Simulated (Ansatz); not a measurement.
Two isomers of C3H7FSn: A = `C=[CH][SnH]([CH3])[F]`, B = `C=[C](F)[SnH2][CH3]`.

Gas-phase electronic energies from Ansatz, PBE0-D4/def2-TZVP geometries. CCSD(T)/CBS is the MP2 limit (def2-TZVPP, def2-QZVPP) plus CCSD(T) − MP2 in def2-TZVPP, frozen cores. Functionals use def2-TZVPP. B3LYP here is the variant with VWN-RPA as its local correlation; programs differ in this. Elements past krypton have def2 core potentials. For Sn outer-core shells are correlated without core-valence functions, which leaves a few kJ/mol of doubt a bond. One conformer a species, not always the lowest.

**Question.** Which isomer does CCSD(T)/CBS put lower? Give the gap. (Best estimate.)

**Answer.** Computed: A, by 35.5 kcal/mol.

**Question.** Give E(B) − E(A) in kcal/mol with PBE-D4, MP2/def2-TZVPP, B3LYP, PBE0-D4, HF/def2-TZVPP, B3LYP-D4, CCSD/def2-TZVPP. (Best estimate.)

**Answer.** The calculation gave: PBE-D4 30.4, MP2/def2-TZVPP 35.1, B3LYP 32.7, PBE0-D4 31.1, HF/def2-TZVPP 34.7, B3LYP-D4 32.6, CCSD/def2-TZVPP 33.2. None reverses the order clearly.

Largest T1 diagnostic: 0.013.
